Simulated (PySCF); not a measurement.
C₅H₉O₂ (SMILES CC(=[OH+])C=C(C)O), charge +1, singlet, at a GFN2-xTB geometry; TPSS/STO-3G in PySCF.

Here is a job for PySCF.
```python
from pyscf import gto, scf, dft

mol = gto.M(
    atom='''
C    -2.485536    0.489092    0.713416
C    -1.223237    0.155532    0.019045
O    -1.255361   -0.164085   -1.242017
C    -0.005598    0.177358    0.692810
C     1.222176   -0.123443    0.110286
C     2.472568   -0.075065    0.898311
O     1.274563   -0.449718   -1.148350
H    -2.327699    0.742017    1.756260
H    -3.176350   -0.354879    0.657554
H    -2.973748    1.330749    0.217597
H    -2.145283   -0.155176   -1.633060
H    -0.013945    0.444886    1.735034
H     3.148667    0.671422    0.475515
H     2.293813    0.169385    1.939812
H     2.988621   -1.035735    0.844410
H     2.170066   -0.643085   -1.473403
''',
    basis='sto-3g',
    charge=1,
    spin=0,
    verbose=4,
)

mf = dft.RKS(mol)
mf.xc = 'tpss'
mf.kernel()
```

### Question
Predict the main parts of the log of this PySCF run.

### Answer

```
PySCF version 2.14.0

[INPUT] verbose = 4
[INPUT] num. atoms = 16
[INPUT] num. electrons = 54
[INPUT] charge = 1
[INPUT] spin (= nelec alpha-beta = 2S) = 0
[INPUT] symmetry False subgroup None
[INPUT] Mole.unit = angstrom
[INPUT] Symbol           X                Y                Z      unit          X                Y                Z       unit  Magmom
[INPUT]  1 C     -2.485536000000   0.489092000000   0.713416000000 AA   -4.696982312747   0.924249929716   1.348160852883 Bohr   0.0
[INPUT]  2 C     -1.223237000000   0.155532000000   0.019045000000 AA   -2.311582915435   0.293912883606   0.035989834042 Bohr   0.0
[INPUT]  3 O     -1.255361000000  -0.164085000000  -1.242017000000 AA   -2.372288477460  -0.310075711149  -2.347071972054 Bohr   0.0
[INPUT]  4 C     -0.005598000000   0.177358000000   0.692810000000 AA   -0.010578686845   0.335158046001   1.309221156360 Bohr   0.0
[INPUT]  5 C      1.222176000000  -0.123443000000   0.110286000000 AA    2.309577916016  -0.233273461995   0.208410335374 Bohr   0.0
[INPUT]  6 C      2.472568000000  -0.075065000000   0.898311000000 AA    4.672476344364  -0.141852291540   1.697561764684 Bohr   0.0
[INPUT]  7 O      1.274563000000  -0.449718000000  -1.148350000000 AA    2.408574998504  -0.849843853287  -2.170066995144 Bohr   0.0
[INPUT]  8 H     -2.327699000000   0.742017000000   1.756260000000 AA   -4.398713610424   1.402208909771   3.318850403529 Bohr   0.0
[INPUT]  9 H     -3.176350000000  -0.354879000000   0.657554000000 AA   -6.002431575762  -0.670624117360   1.242596972112 Bohr   0.0
[INPUT] 10 H     -2.973748000000   1.330749000000   0.217597000000 AA   -5.619569283473   2.514751150539   0.411198735527 Bohr   0.0
[INPUT] 11 H     -2.145283000000  -0.155176000000  -1.633060000000 AA   -4.053997329685  -0.293240141106  -3.086036144982 Bohr   0.0
[INPUT] 12 H     -0.013945000000   0.444886000000   1.735034000000 AA   -0.026352230807   0.840712696653   3.278739076809 Bohr   0.0
[INPUT] 13 H      3.148667000000   0.671422000000   0.475515000000 AA    5.950118287456   1.268803694008   0.898593118123 Bohr   0.0
[INPUT] 14 H      2.293813000000   0.169385000000   1.939812000000 AA    4.334678350967   0.320091259609   3.665713413145 Bohr   0.0
[INPUT] 15 H      2.988621000000  -1.035735000000   0.844410000000 AA    5.647675180124  -1.957255487626   1.595703636844 Bohr   0.0
[INPUT] 16 H      2.170066000000  -0.643085000000  -1.473403000000 AA    4.100830412230  -1.215254524816  -2.784328141113 Bohr   0.0

nuclear repulsion = 308.568781903996
number of shells = 30
number of NR pGTOs = 132
number of NR cGTOs = 44
basis = sto-3g
ecp = {}

******** <class 'pyscf.dft.rks.RKS'> ********
method = RKS
initial guess = minao
damping factor = 0
level_shift factor = 0
DIIS = <class 'pyscf.scf.diis.CDIIS'>
diis_start_cycle = 1
diis_space = 8
diis_damp = 0
SCF conv_tol = 1e-09
SCF conv_tol_grad = None
SCF max_cycles = 50
direct_scf = True
direct_scf_tol = 1e-13
XC library pyscf.dft.libxc version 7.1.2
    S. Lehtola, C. Steigemann, M. J. T. Oliveira, and M. A. L. Marques,  SoftwareX 7, 1–5 (2018)
XC functionals = tpss
    J. Tao, J. P. Perdew, V. N. Staroverov, and G. E. Scuseria,  Phys. Rev. Lett. 91, 146401 (2003)
    J. P. Perdew, J. Tao, V. N. Staroverov, and G. E. Scuseria,  J. Chem. Phys. 120, 6898 (2004)
    J. Tao, J. P. Perdew, V. N. Staroverov, and G. E. Scuseria,  Phys. Rev. Lett. 91, 146401 (2003)
    J. P. Perdew, J. Tao, V. N. Staroverov, and G. E. Scuseria,  J. Chem. Phys. 120, 6898 (2004)
radial grids:
    Treutler-Ahlrichs [JCP 102, 346 (1995); DOI:10.1063/1.469408] (M4) radial grids

becke partition: Becke, JCP 88, 2547 (1988); DOI:10.1063/1.454033
pruning grids: <function nwchem_prune>
grids dens level: 3
symmetrized grids: False
atomic radii adjust function: <function treutler_atomic_radii_adjust>
small_rho_cutoff = 0
Set gradient conv threshold to 3.16228e-05
Initial guess from minao.
tot grids = 187032
init E= -343.04138685925
  HOMO = -0.277467158302063  LUMO = -0.104639899702179  gap/eV = 4.70287
cycle= 1 E= -341.704337829328  delta_E= 1.34  |g|= 0.655  |ddm|= 5.09
  HOMO = -0.268947571217042  LUMO = -0.183282153399198  gap/eV = 2.33107
cycle= 2 E= -341.208126765812  delta_E= 0.496  |g|= 1.49  |ddm|= 2.37
  HOMO = -0.339820407536704  LUMO = -0.222460157010496  gap/eV = 3.19354
cycle= 3 E= -341.822047021885  delta_E= -0.614  |g|= 0.23  |ddm|= 1.77
  HOMO = -0.354119235846715  LUMO = -0.21778267337313  gap/eV = 3.70991
cycle= 4 E= -341.838981243997  delta_E= -0.0169  |g|= 0.0579  |ddm|= 0.397
  HOMO = -0.353425630668582  LUMO = -0.222244896464327  gap/eV = 3.56961
cycle= 5 E= -341.840005392859  delta_E= -0.00102  |g|= 0.0133  |ddm|= 0.0844
  HOMO = -0.353248098380107  LUMO = -0.221553949220609  gap/eV = 3.58358
cycle= 6 E= -341.840058272091  delta_E= -5.29e-05  |g|= 0.00272  |ddm|= 0.0173
  HOMO = -0.353095761858147  LUMO = -0.221420890385496  gap/eV = 3.58306
cycle= 7 E= -341.840060752945  delta_E= -2.48e-06  |g|= 0.000605  |ddm|= 0.00406
  HOMO = -0.353168925170939  LUMO = -0.221483881300118  gap/eV = 3.58333
cycle= 8 E= -341.840060837814  delta_E= -8.49e-08  |g|= 0.000379  |ddm|= 0.00166
  HOMO = -0.353190284659916  LUMO = -0.221500517228256  gap/eV = 3.58346
cycle= 9 E= -341.840060904711  delta_E= -6.69e-08  |g|= 5.68e-05  |ddm|= 0.000814
  HOMO = -0.353185660130717  LUMO = -0.221493196116004  gap/eV = 3.58353
cycle= 10 E= -341.840060905891  delta_E= -1.18e-09  |g|= 5.86e-06  |ddm|= 9.17e-05
  HOMO = -0.353185656137916  LUMO = -0.221493431037456  gap/eV = 3.58353
cycle= 11 E= -341.840060905899  delta_E= -7.28e-12  |g|= 4.87e-06  |ddm|= 1.28e-05
  HOMO = -0.353185682406453  LUMO = -0.22149356397711  gap/eV = 3.58353
Extra cycle  E= -341.840060905878  delta_E= 2.03e-11  |g|= 9.04e-06  |ddm|= 1.73e-05
converged SCF energy = -341.840060905878
```
